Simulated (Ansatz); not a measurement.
`[OH][GeH]([Cl])[GeH3]` + H₂ → `[OH][GeH2][GeH3]` + HCl at 700 K and 1 bar (hydrogenolysis of a Ge–Cl bond).

Isolated molecules relaxed with PBE0-D4/def2-TZVP in Ansatz; ΔE leaves out vibrations. CCSD(T)/CBS is the MP2 limit (def2-TZVPP, def2-QZVPP) plus CCSD(T) − MP2 in def2-TZVPP, frozen cores. This one scheme is used for every species. For Ge outer-core shells are correlated without core-valence functions, which leaves a few kJ/mol of doubt a bond. Scalar relativity is left out up to krypton. One conformer a species, not always the lowest.

```json
{"species": "`[OH][GeH]([Cl])[GeH3]`", "CCSD(T)/CBS energy (Eh)": "-4690.25241", "H − E (kJ/mol)": "203.2", "S (J/(mol·K))": "500.1"}
{"species": "H₂", "CCSD(T)/CBS energy (Eh)": "-1.17544", "H − E (kJ/mol)": "46.8", "S (J/(mol·K))": "155.3"}
{"species": "`[OH][GeH2][GeH3]`", "CCSD(T)/CBS energy (Eh)": "-4231.02019", "H − E (kJ/mol)": "211.5", "S (J/(mol·K))": "458.9"}
{"species": "HCl", "CCSD(T)/CBS energy (Eh)": "-460.38127", "H − E (kJ/mol)": "38.4", "S (J/(mol·K))": "211.8"}
```

H − E and S are ideal-gas, rigid-rotor, harmonic terms from PBE0-D4/def2-TZVP, for one conformer and one mirror image of each species. For small species the MP2-based limit differs from directly extrapolated CCSD(T) by up to some mEh (0.8 for H₂); such offsets cancel only in part. 1 Eh = 2625.50 kJ/mol, R = 8.31446 J/(mol·K).

Question: By hand: ΔE, ΔH, ΔS and ΔG.

Answer: ΔE = (-4231.02019) + (-460.38127) − (-4690.25241) − (-1.17544) = 0.02639 Eh = 69.3 kJ/mol. Δ(H − E) = 211.5 + 38.4 − 203.2 − 46.8 = -0.1, so ΔH = 69.2 kJ/mol. ΔS = 458.9 + 211.8 − 500.1 − 155.3 = 15.3 J/(mol·K). ΔG = 69.2 − 700 × (15.3)/1000 = 58.5 kJ/mol.

Question: By hand: the equilibrium constant, and the temperature at which ΔG would vanish if ΔH and ΔS stayed fixed.

Answer: log₁₀ K = −ΔG/(RT ln 10) = -4.4. ΔG = 0 at ΔH/ΔS = 4523 K, far beyond where these terms or the molecules hold.

ΔH outweighs TΔS. A doubt of 5 kJ/mol in ΔE shifts log₁₀ K by 0.4 here. Other conformers and mirror images would add mixing entropy, several J/(mol·K) or more a flexible species. These are equilibria of isolated gas molecules and say nothing of rates. Largest T1 diagnostic: 0.012 (customary marks: 0.02 for closed shells, 0.045 for open ones).
